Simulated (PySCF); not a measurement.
Members of one family of related compounds. Computed with TDDFT CAM-B3LYP/def2-SVPD, vertical, gas phase, core orbitals frozen in the response (PySCF 2.14.0, density-fitted response routines). Geometries: PBE0-D3(BJ)/def2-SVP; one conformer of each isolated species. Triplets are in the Tamm–Dancoff approximation. 'Strongest' means the level of largest summed f among the lowest 10 singlets; it needn't be the same kind of state in each. Relativistic effects are left out although some hold elements past zinc.

Question: Rank by computed energy of the strongest computed level, lowest first.
A. AsMe2(iPr), `C[As](C(C)C)C`
B. AsMe2(SiH3), `[As](C)(C)[SiH3]`
C. AsMe2H, `C[AsH]C`
D. AsMe2(NMe2), `C[As](N(C)C)C`

Answer: D (5.30 eV), B (6.02 eV), C (7.01 eV), A (7.17 eV).

```csv
SMILES,strongest (eV),S1 (eV),f (strongest),gap (eV),first f ≥ 0.01 (nm),S1 mainly
CN(C)[As](C)C,5.30,5.30,0.12,8.35,234,H→L+2 (54%)
C[As](C)[SiH3],6.02,5.88,0.18,8.89,211,H→L+1 (85%)
[H][As](C)C,7.01,6.20,0.17,9.24,200,H→L (92%)
CC(C)[As](C)C,7.17,6.34,0.28,9.06,196,H→L+1 (88%)
```

H and L stand for HOMO and LUMO.
